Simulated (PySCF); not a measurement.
GeH₂, SMILES [GeH2] (connectivity only; charge and spin as stated), neutral, multiplicity 1. Heavy atoms are numbered as in [GeH2:1]. Hydrogens are named by the atom that carries them.

Geometry optimised at PBE0-D3(BJ)/def2-TZVPD. The isomer is the one that the SMILES or the coordinates give; other isomers of the formula were not compared.

Calculation: B3LYP/def2-TZVPD (PySCF).

Mulliken values depend strongly on the basis, most of all with diffuse functions as here. ESP charges are fitted to the potential on shells at 1.4 to 2.0 van der Waals radii. Atomic charges (e), one atom of each kind:

```tsv
atom	Mulliken	ESP fit	IAO
Ge1 (GeH2)	0.05	0.13	0.22
H on Ge1	-0.02	-0.06	-0.11
```
